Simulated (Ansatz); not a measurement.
Pulling the pair apart

The pair of F⁻ (SMILES [F-], atom 1) and N2 (SMILES N#N, atoms 2–3), both closed shells, in one local arrangement (a lower one may exist), relaxed at PBE0-D4/def2-TZVPD:

| atom | x (Å) | y (Å) | z (Å) |
| --- | --- | --- | --- |
| F1 | -0.0145 | -0.0790 | -1.8432 |
| N2 | 0.0945 | 0.5148 | 0.6673 |
| N3 | -0.0799 | -0.4357 | 1.1759 |

N2 is shifted rigidly along the line between the mean atom positions of the two fragments (negative: closer). Counterpoise interaction energies in kJ/mol. Program: Ansatz 0.2.0. Basis: def2-TZVPPD. Cores are frozen in the correlated methods.

```json
{"shift (Å)": "-0.26", "MP2": "-4.1", "wB97M-V": "-10.2", "HF": "3.9"}
{"shift (Å)": "-0.13", "MP2": "-8.8", "wB97M-V": "-13.7", "HF": "-2.8"}
{"shift (Å)": "0.00", "MP2": "-11.2", "wB97M-V": "-15.0", "HF": "-6.5"}
{"shift (Å)": "0.13", "MP2": "-12.2", "wB97M-V": "-15.1", "HF": "-8.4"}
{"shift (Å)": "0.31", "MP2": "-12.1", "wB97M-V": "-14.1", "HF": "-9.2"}
{"shift (Å)": "0.65", "MP2": "-10.2", "wB97M-V": "-11.2", "HF": "-8.3"}
{"shift (Å)": "1.29", "MP2": "-6.1", "wB97M-V": "-6.4", "HF": "-5.2"}
{"shift (Å)": "2.58", "MP2": "-2.2", "wB97M-V": "-2.3", "HF": "-1.9"}
```

Problem. What does CCSD(T) give at these shifts? (An estimate is asked for; the value comes from the calculation.)

Solution. By the calculation: -5.1, -9.8, -12.2, -13.0, -12.7, -10.6, -6.3, -2.2 kJ/mol. For zero shift, CCSD(T) at an estimated basis limit (MP2 extrapolated from triple and quadruple zeta, plus CCSD(T) − MP2 in triple zeta) gives -14.0 kJ/mol. These are counterpoise interaction energies, counted from the two frozen fragments.

The T1 diagnostic stays at or below 0.019.

For scale, one of the runs: CCSD(T)/def2-TZVPPD, 114 basis functions, launched by `ansatz run in.yaml --threads 2 --pin off --events-out ev --progress --plain --max-ram 5222MiB`. Hardware: 2 CPU threads, shared host. Wall time about 3.8 s.
